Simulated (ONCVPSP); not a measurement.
Si: one change to an ONCV potential, before and after

| Item | Value |
| --- | --- |
| Element | silicon (Si) |
| Generator | ONCVPSP 4.0.1 |
| Type | optimised norm-conserving Vanderbilt (ONCV) |
| Functional | BLYP |
| Relativity | scalar-relativistic |
| Frozen core | [Ne] |
| Valence charge | 4 |
| Reference configuration | 3s2 3p1.5 (charge +0.5) |
| Partial waves | 3s: rc 1.30 bohr, ncon 3, nbas 7, qcut 5.1 1/bohr, 2 projectors, debl 1.4 Ha; 3p: rc 2.05 bohr, ncon 5, nbas 9, qcut 4.5 1/bohr, 3 projectors, debl 0.7 Ha |
| Local potential | polynomial inside 0.95 bohr (lpopt 2, dvloc0 2 Ha) |
| Core correction | none |

All-electron outer shells of the reference configuration (BLYP, scalar-relativistic, ld1.x):

```json
{"shell": "2s", "level (eV)": "-143.72", "outermost node (bohr)": "0.15", "outermost maximum (bohr)": "0.45"}
{"shell": "2p", "level (eV)": "-99.99", "outermost node (bohr)": "–", "outermost maximum (bohr)": "0.39"}
{"shell": "3s", "level (eV)": "-14.59", "outermost node (bohr)": "0.72", "outermost maximum (bohr)": "1.75"}
{"shell": "3p", "level (eV)": "-7.52", "outermost node (bohr)": "0.71", "outermost maximum (bohr)": "2.09"}
```

Change: s: rc 1.12.

Cutoffs: the cutoffs (Ha) at which the residual kinetic energy of the hardest occupied pseudo-wave falls to 1 and 0.1 mHa per electron; they do not see the model core or the augmentation charge, which bear on the density cutoff. Errors are all-electron minus pseudo energies relative to the spin-unpolarised reference configuration.

How do hardness, ghosts and transferability respond?

The potential gets harder (13 Ha and 79 Ha → 123 Ha and 144 Ha); both files keep a bound ghost (p, s); of the 4 tests that both files solve, the error grows in 4 and shrinks in 0 by more than 15 % and 0.3 meV (median size 2.0 → 14.3 meV). A smaller radius makes the pseudo-wave follow the all-electron one further in, where it bends more sharply, so more plane waves are needed. That the errors move this way runs against the usual rule that smaller radii transfer better.

| quantity | base | changed |
| --- | --- | --- |
| cutoff, loose | 13 Ha | 123 Ha |
| cutoff, tight | 79 Ha | 144 Ha |
| loose cutoff by channel | s 13 Ha, p 3.5 Ha | s 123 Ha, p 3.5 Ha |
| bound ghosts | s, p | s, p |
| GHOST(+) flags under 300 eV | none | none |
| error for 3s2 3p2, meV [ΔE -2.84 eV] | +0.6 | +0.9 |
| error for 3s2 3p1, meV [ΔE 4.74 eV] | +1.0 | +1.6 |
| error for 3s2 3p0, meV [ΔE 20.63 eV] | +25 | +35 |
| error for 3s1 3p3, meV [ΔE 4.01 eV] | +3.0 | +27 |
| p: phases at 2.08 bohr within 0.05 rad from the reference energy up to (Ha; the scan ends near 5) | 3.1 | 3.1 |

 A true bound ghost makes a file unfit for plane-wave use even where its test errors are small: the radial tests pick states by their node count and pass the ghost by.
